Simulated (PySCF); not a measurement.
**Electron correlation in Se (selenium, neutral)**

[Ar] 3d10 4s1 4p5, high-spin 3P determinant (an excited configuration). Computed with PySCF 2.14 in aug-cc-pVTZ-PP with ECP10MDF (6s5p4d2f, 55 functions), with scalar relativity through the core potential. Frozen: 3s2 3p6 3d10; 6 electrons correlated.

```json
{"level": "CCSD", "correlation energy (mhartree)": "-191.92"}
{"level": "(T)", "correlation energy (mhartree)": "-29.30"}
{"level": "CCSD(T)", "correlation energy (mhartree)": "-221.22"}
```

Diagnostics: T1 = 0.035, D1 = 0.0678, largest double amplitude 0.265.

T1 exceeds 0.03, a sign that the reference determinant is poor. A double-excitation amplitude exceeds 0.15, a sign of near-degeneracy.

Cost of the coupled-cluster step: about 2 core-seconds, for 6 correlated electrons.

Iterations:

```
CC2 = 0
CCSD nocc = (np.int64(4), np.int64(2)), nmo = (46, 46)
frozen orbitals [[0, 1, 2, 3, 4, 5, 6, 7, 8], [0, 1, 2, 3, 4, 5, 6, 7, 8]]
max_cycle = 100
direct = 0
conv_tol = 1e-08
conv_tol_normt = 1e-06
diis_space = 8
diis_start_cycle = 0
Init t2, MP2 energy = -0.134199656380809
Init E_corr(UCCSD) = -0.134199656382973
cycle = 1  E_corr(UCCSD) = -0.156374075881527  dE = -0.0221744195  norm(t1,t2) = 0.12549
cycle = 2  E_corr(UCCSD) = -0.166964825518084  dE = -0.0105907496  norm(t1,t2) = 0.0917213
cycle = 3  E_corr(UCCSD) = -0.190566340863577  dE = -0.0236015153  norm(t1,t2) = 0.0715458
cycle = 4  E_corr(UCCSD) = -0.186269663754991  dE = 0.00429667711  norm(t1,t2) = 0.0226092
cycle = 5  E_corr(UCCSD) = -0.189720019210791  dE = -0.00345035546  norm(t1,t2) = 0.0186312
cycle = 6  E_corr(UCCSD) = -0.191201170744187  dE = -0.00148115153  norm(t1,t2) = 0.00951025
cycle = 7  E_corr(UCCSD) = -0.190552377690917  dE = 0.000648793053  norm(t1,t2) = 0.00670981
cycle = 8  E_corr(UCCSD) = -0.19115696458959  dE = -0.000604586899  norm(t1,t2) = 0.00650694
cycle = 9  E_corr(UCCSD) = -0.191514158573161  dE = -0.000357193984  norm(t1,t2) = 0.00472213
cycle = 10  E_corr(UCCSD) = -0.191798310100322  dE = -0.000284151527  norm(t1,t2) = 0.00355377
cycle = 11  E_corr(UCCSD) = -0.191925058033047  dE = -0.000126747933  norm(t1,t2) = 0.00259728
cycle = 12  E_corr(UCCSD) = -0.191908959619098  dE = 1.60984139e-05  norm(t1,t2) = 0.00174373
cycle = 13  E_corr(UCCSD) = -0.191906578016466  dE = 2.38160263e-06  norm(t1,t2) = 0.00113487
cycle = 14  E_corr(UCCSD) = -0.191922178873465  dE = -1.5600857e-05  norm(t1,t2) = 0.000677601
cycle = 15  E_corr(UCCSD) = -0.191937522478572  dE = -1.53436051e-05  norm(t1,t2) = 0.000368498
cycle = 16  E_corr(UCCSD) = -0.19193294592933  dE = 4.57654924e-06  norm(t1,t2) = 0.000157971
cycle = 17  E_corr(UCCSD) = -0.191926343602152  dE = 6.60232718e-06  norm(t1,t2) = 8.1878e-05
cycle = 18  E_corr(UCCSD) = -0.19192331851562  dE = 3.02508653e-06  norm(t1,t2) = 2.26486e-05
cycle = 19  E_corr(UCCSD) = -0.19192329490411  dE = 2.36115102e-08  norm(t1,t2) = 5.37319e-06
cycle = 20  E_corr(UCCSD) = -0.191923294869948  dE = 3.41621453e-11  norm(t1,t2) = 2.41552e-06
cycle = 21  E_corr(UCCSD) = -0.191923258795673  dE = 3.60742753e-08  norm(t1,t2) = 1.5081e-06
cycle = 22  E_corr(UCCSD) = -0.191923231763521  dE = 2.70321518e-08  norm(t1,t2) = 1.12578e-06
cycle = 23  E_corr(UCCSD) = -0.191923221984523  dE = 9.77899783e-09  norm(t1,t2) = 9.70154e-07
UCCSD converged
E(UCCSD) = -371.6233247122585  E_corr = -0.1919232219845229
UCCSD(T) correction = -0.0292979017791472
```
